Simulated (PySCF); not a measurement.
Point-charge models of `C=CC(=C)[C@@H](Cl)CF` against its computed dipole.

Coordinates (GFN2-xTB, Å) and charges (e) from the PBE0/pcSseg-1 density (PySCF):

```csv
atom,x,y,z,Mulliken,IAO,Hirshfeld,ESP-fitted
C1,1.744,-1.097,-0.376,-0.1225,-0.3094,-0.0973,-0.3006
C2,1.482,0.135,0.048,-0.1180,-0.1444,-0.0484,-0.2351
C3,0.188,0.804,0.118,-0.2474,+0.0050,-0.0037,+0.3079
C4,0.126,2.100,0.429,-0.0285,-0.2913,-0.0805,-0.4773
C5,-1.092,0.053,-0.125,-0.3098,-0.1080,+0.0040,-0.4002
Cl6,-1.137,-0.651,-1.775,-0.0958,-0.1069,-0.0390,-0.1054
C7,-1.340,-1.059,0.892,+0.2728,+0.0429,+0.0152,+0.2318
F8,-1.652,-0.489,2.101,-0.3329,-0.3226,-0.1175,-0.2421
H9,0.992,-1.772,-0.746,+0.1276,+0.1501,+0.0299,+0.1554
H10,2.755,-1.468,-0.388,+0.1228,+0.1574,+0.0506,+0.1567
H11,2.305,0.758,0.376,+0.0959,+0.1497,+0.0488,+0.1609
H12,-0.807,2.633,0.489,+0.1151,+0.1549,+0.0526,+0.1928
H13,1.015,2.669,0.641,+0.1163,+0.1549,+0.0533,+0.1896
H14,-1.936,0.748,-0.080,+0.1663,+0.1688,+0.0488,+0.2406
H15,-0.456,-1.681,1.052,+0.1195,+0.1494,+0.0407,+0.0642
H16,-2.196,-1.675,0.598,+0.1186,+0.1494,+0.0429,+0.0607
```

Problem. Form Σ q r in debye for every column and set it beside the full dipole.

Solution. The full density gives (0.68, 0.30, 0.21) D, 0.77 D in size; dipole vectors point from the negative to the positive end.

```tsv
scheme	μx	μy	μz	size (D)	share of the full size (%)	angle to the full dipole (°)
Mulliken	1.28	-1.04	-0.19	1.66	215	66
IAO	0.78	-0.24	-0.77	1.12	145	70
Hirshfeld	0.23	0.39	-0.31	0.55	71	61
ESP-fitted	0.66	0.31	0.25	0.77	99	4
```

Problem. Which set comes closest?

Solution. Length of the difference vector: ESP-fitted 0.05 D, Hirshfeld 0.70 D, IAO 1.12 D, Mulliken 1.53 D. Closest: ESP-fitted. 

Problem. What is left for the Hirshfeld atoms' own dipoles?

Solution. The Hirshfeld atoms' densities add up to the full density, so μ = Σ q r + Σ (atomic dipoles). The atomic dipoles sum to (0.68, 0.30, 0.21) − (0.23, 0.39, -0.31) = (0.45, -0.09, 0.52) D, 0.70 D in size.

Problem. With the origin at the mean of the coordinates, (0.000, 0.001, 0.204) Å, which are the largest single terms, by size, of the Mulliken dipole along the direction of the full one?

Solution. C7 -1.84, F8 +1.79, C5 +1.53, H16 -1.41, H14 -1.18 D; all 16 atoms together +0.67 D. The single terms depend on the origin, their sum doesn't.

Problem. Give the size of the full dipole in other units.

Solution. 0.77 D = 0.304 au = 0.161 e·Å = 2.58 × 10⁻³⁰ C·m.

Isolated species at its GFN2-xTB geometry (one conformer only).

The values belong to the conformer `[CH2:1]=[CH:2][C:3](=[CH2:4])[C@@H:5]([Cl:6])[CH2:7][F:8]`: C1–C2–C3–C4 -172°, C2–C3–C5–Cl6 -61°, C3–C5–C7–F8 71°.
